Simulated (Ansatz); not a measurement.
Ansatz (a first-principles code) input:

Ansatz 0.2 input:
```yaml
crystal:
  periodic: [false, false, false]
  atoms:
    - {symbol: Ga, position_ang: [-0.30294375, -0.14672427, -0.24381653]}
    - {symbol: O, position_ang: [1.04322386, 0.40060262, 0.81135595]}
    - {symbol: H, position_ang: [1.04546530, 1.34363154, 1.06746482]}
basis:
  gaussian:
    orbitals: def2-TZVPD
hamiltonian:
  xc: {name: LC-wPBE}
total_charge: 1
magnetization: {spin_polarized: true, initial_magnetization: 1}
output: {forces: true}
```

Problem. Which total energy does the run end on?

Solution. -2000.09359 Eh (LC-wPBE/def2-TZVPD). The basis has 103 functions.
